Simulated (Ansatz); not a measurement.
`C#[C][Al]([F])[Cl]` + H₂ → `C#[C][AlH][F]` + HCl at 600 K and 1 bar (hydrogenolysis of the Al–Cl bond).

Calculated with Ansatz (gas phase, PBE0-D4/def2-TZVP geometries, no zero-point term in ΔE). CBS: MP2 limit from def2 TZ/QZ plus the TZ coupled-cluster correction, frozen cores. This one scheme is used for every species.

```csv
species,CCSD(T)/CBS energy (Eh),H − E (kJ/mol),S (J/(mol·K))
`C#[C][Al]([F])[Cl]`,-878.39595,109.9,406.5
H₂,-1.17544,43.9,150.8
`C#[C][AlH][F]`,-419.13611,117.5,366.0
HCl,-460.38127,35.4,207.2
```

H − E and S are ideal-gas, rigid-rotor, harmonic terms from PBE0-D4/def2-TZVP. The MP2-based limit puts H₂ 0.8 mEh under its directly extrapolated value; such offsets cancel only in part. 1 Eh = 2625.50 kJ/mol, R = 8.31446 J/(mol·K).

Task: By hand: ΔE, ΔH, ΔS and ΔG.

Result: ΔE = (-419.13611) + (-460.38127) − (-878.39595) − (-1.17544) = 0.05401 Eh = 141.8 kJ/mol. Δ(H − E) = 117.5 + 35.4 − 109.9 − 43.9 = -0.9, so ΔH = 140.9 kJ/mol. ΔS = 366.0 + 207.2 − 406.5 − 150.8 = 15.9 J/(mol·K). ΔG = 140.9 − 600 × (15.9)/1000 = 131.4 kJ/mol.

Task: By hand: the equilibrium constant, and the temperature at which ΔG would vanish if ΔH and ΔS stayed fixed.

Result: log₁₀ K = −ΔG/(RT ln 10) = -11.4. ΔG = 0 at ΔH/ΔS = 8862 K, far beyond where these terms or the molecules hold.

ΔH outweighs TΔS. A doubt of 5 kJ/mol in ΔE shifts log₁₀ K by 0.4 here. These are equilibria of isolated gas molecules and say nothing of rates. Largest T1 diagnostic: 0.013 (customary marks: 0.02 for closed shells, 0.045 for open ones).
